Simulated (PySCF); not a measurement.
## Bond curve of TlS

Set-up: Tl aug-cc-pVDZ-PP with ECP60, S aug-cc-pV(D+d)Z; scalar-relativistic core potentials (PySCF 2.14). Energies in eV from Tl + S in their ground configurations at the same level. State: ²Π (doublet), unpaired electrons π ↑.

All columns are UHF. A positive dipole means Tl(−)S(+).

```json
{"R (Å)": "2.263", "E (eV)": "-0.953", "μ (D)": "-1.48", "Mulliken charge on Tl (basis-dependent)": "0.50", "HOMO (eV)": "-8.21", "LUMO (eV)": "-0.75", "Mayer bond order": "0.78", "⟨S²⟩": "0.76"}
{"R (Å)": "2.368", "E (eV)": "-1.396", "μ (D)": "-2.30", "Mulliken charge on Tl (basis-dependent)": "0.54", "HOMO (eV)": "-8.32", "LUMO (eV)": "-0.56", "Mayer bond order": "0.72", "⟨S²⟩": "0.76"}
{"R (Å)": "2.473", "E (eV)": "-1.646", "μ (D)": "-3.11", "Mulliken charge on Tl (basis-dependent)": "0.58", "HOMO (eV)": "-8.38", "LUMO (eV)": "-0.42", "Mayer bond order": "0.67", "⟨S²⟩": "0.76"}
{"R (Å)": "2.552", "E (eV)": "-1.742", "μ (D)": "-3.72", "Mulliken charge on Tl (basis-dependent)": "0.60", "HOMO (eV)": "-8.38", "LUMO (eV)": "-0.34", "Mayer bond order": "0.64", "⟨S²⟩": "0.76"}
{"R (Å)": "2.631", "E (eV)": "-1.779", "μ (D)": "-4.32", "Mulliken charge on Tl (basis-dependent)": "0.61", "HOMO (eV)": "-8.35", "LUMO (eV)": "-0.29", "Mayer bond order": "0.62", "⟨S²⟩": "0.76"}
{"R (Å)": "2.710", "E (eV)": "-1.771", "μ (D)": "-4.91", "Mulliken charge on Tl (basis-dependent)": "0.62", "HOMO (eV)": "-8.30", "LUMO (eV)": "-0.26", "Mayer bond order": "0.61", "⟨S²⟩": "0.76"}
{"R (Å)": "2.815", "E (eV)": "-1.710", "μ (D)": "-5.69", "Mulliken charge on Tl (basis-dependent)": "0.63", "HOMO (eV)": "-8.18", "LUMO (eV)": "-0.25", "Mayer bond order": "0.59", "⟨S²⟩": "0.76"}
{"R (Å)": "2.947", "E (eV)": "-1.577", "μ (D)": "-6.63", "Mulliken charge on Tl (basis-dependent)": "0.65", "HOMO (eV)": "-8.00", "LUMO (eV)": "-0.27", "Mayer bond order": "0.58", "⟨S²⟩": "0.77"}
{"R (Å)": "3.105", "E (eV)": "-1.371", "μ (D)": "-7.71", "Mulliken charge on Tl (basis-dependent)": "0.66", "HOMO (eV)": "-7.72", "LUMO (eV)": "-0.33", "Mayer bond order": "0.57", "⟨S²⟩": "0.77"}
{"R (Å)": "3.315", "E (eV)": "-1.064", "μ (D)": "-9.02", "Mulliken charge on Tl (basis-dependent)": "0.67", "HOMO (eV)": "-7.30", "LUMO (eV)": "-0.44", "Mayer bond order": "0.55", "⟨S²⟩": "0.78"}
```

A fit through these points gives, at Re = 2.654 Å, μ = -4.49 D and dμ/dR = -7.53 D/Å; the reduced mass is 27.66 u.

Q: How strong is the fundamental in the double-harmonic approximation, I = 42.26·(dμ/dR)²/μred km/mol?

A: I = 42.26·(-7.53)²/27.66 = 86.6 km/mol at UHF.

Spin–orbit coupling is left out, which matters for elements this heavy, above all for dissociation energies. Hartree–Fock leaves out correlation, which carries a large part of most bond energies and some tenths to 1 eV of ionisation energies. The state was picked by a PBE0 search and need not be the measured ground state.
